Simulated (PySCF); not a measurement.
# Working out the ionisation energy of N+

N+ [He] 2s2 2p2 (3P) → N(2+) [He] 2s2 2p1 (2P). Calculation: PySCF 2.14, in dyall-av3z (15s9p3d2f, 71 functions); scalar relativity by spin-free X2C-1e. Frozen: 1s2; the 14 highest virtual orbitals dropped. Energies in hartree (1 hartree = 27.21139 eV):

```json
{"part": "UHF", "N+ (lower)": "-53.923354", "N(2+) (upper)": "-52.850180"}
{"part": "MP2 opposite-spin", "N+ (lower)": "-0.061307", "N(2+) (upper)": "-0.055353"}
{"part": "MP2 same-spin", "N+ (lower)": "-0.013416", "N(2+) (upper)": "-0.003921"}
```

Problem. What does Hartree-Fock give?

Solution. (-52.850180) − (-53.923354) = 1.073174 hartree = 29.203 eV.

Problem. What do MP2 and SCS-MP2 (6/5 opposite-spin, 1/3 same-spin) give?

Solution. The opposite-spin parts differ by 0.162 eV and the same-spin parts by 0.258 eV. MP2: 29.203 + (0.162) + (0.258) = 29.623 eV. SCS-MP2: 29.203 + 1.2 × (0.162) + (0.258)/3 = 29.483 eV.

A first-order spin-orbit estimate adds -0.003 eV to MP2 (valence), giving 29.620 eV against 29.601 eV (semi-empirical (NIST evaluation); NIST Atomic Spectra Database, ionization energies).

What remains against the reference includes basis incompleteness, the frozen core and correlation beyond second order.
